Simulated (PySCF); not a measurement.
Sn(nBu)(OH)3, C₄H₁₂O₃Sn, SMILES [OH][Sn]([OH])([OH])[CH2]CCC, singlet (GFN2-xTB optimised geometry):

```
20

C     -0.297     3.149    -1.805
C     -0.999     2.177    -0.865
C     -0.370     0.784    -0.933
C     -1.087    -0.165     0.000
Sn    -0.218    -2.166     0.000
O     -0.697    -3.255    -1.571
O      1.751    -2.166     0.000
O     -0.702    -3.300     1.538
H     -0.754     4.134    -1.743
H     -0.365     2.803    -2.833
H      0.755     3.241    -1.543
H     -0.938     2.552     0.160
H     -2.056     2.110    -1.132
H     -0.427     0.417    -1.960
H      0.686     0.854    -0.663
H     -1.040     0.175     1.033
H     -2.129    -0.296    -0.285
H      0.045    -3.437    -2.147
H      2.129    -2.552     0.790
H     -1.282    -4.026     1.310
```

Level of theory: PBE0/def2-SVP, def2 effective core potentials past Kr run with PySCF.

### Question
What are the frontier orbital energies and the dipole moment?

### Answer
HOMO-2 -8.17 eV, HOMO-1 -8.15 eV, HOMO -7.69 eV, LUMO -0.47 eV, LUMO+1 1.08 eV; dipole moment 1.71 D.

On the same geometry PySCF with PBE/def2-SVP, def2 effective core potentials past Kr gives HOMO-2 -6.32 eV, HOMO-1 -6.30 eV, HOMO -6.17 eV, LUMO -1.40 eV, LUMO+1 0.25 eV; dipole moment 1.58 D.
